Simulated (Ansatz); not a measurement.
C2H5NSi can be A, `[SiH3]C1C=N1`, or B, `[SiH3]C1=CN1`.

Gas-phase electronic energies from Ansatz, PBE0-D4/def2-TZVP geometries. CCSD(T)/CBS adds triple-zeta CCSD(T) − MP2 to the extrapolated MP2 energy (def2 sets, frozen cores). Functionals use def2-TZVPP.

(1) Which isomer does CCSD(T)/CBS put lower? Give the gap. (Estimate.)

(2) Give E(B) − E(A) in kcal/mol with ωB97M-V, CCSD(T)/def2-TZVPP, PBE-D4, BLYP-D4, CCSD/def2-TZVPP, HF/def2-TZVPP, r2SCAN-D4. (Estimate.)

(3) Does the order hold for the free energy at 298.15 K (harmonic terms from PBE0-D4)? (Best estimate.)

Largest T1 diagnostic: 0.012.

Answers

(1) Computed: A, by 23.3 kcal/mol.

(2) Ansatz gave: ωB97M-V 24.3, CCSD(T)/def2-TZVPP 24.5, PBE-D4 22.8, BLYP-D4 22.6, CCSD/def2-TZVPP 24.8, HF/def2-TZVPP 26.0, r2SCAN-D4 23.5. None reverses the order clearly.

(3) The calculation gave: Yes: G(B) − G(A) = +23.2 kcal/mol.

From BLYP to BHLYP (50 % exact exchange), in def2-TZVPP and without D4, E(B) − E(A) moves by +1.8 kcal/mol. Leaving LDA and LC-ωPBE aside and taking each functional with its dispersion term where it has one, the values, not all of them listed here, spread over 2.4 kcal/mol, from BLYP-D4 to ωB97X-V.
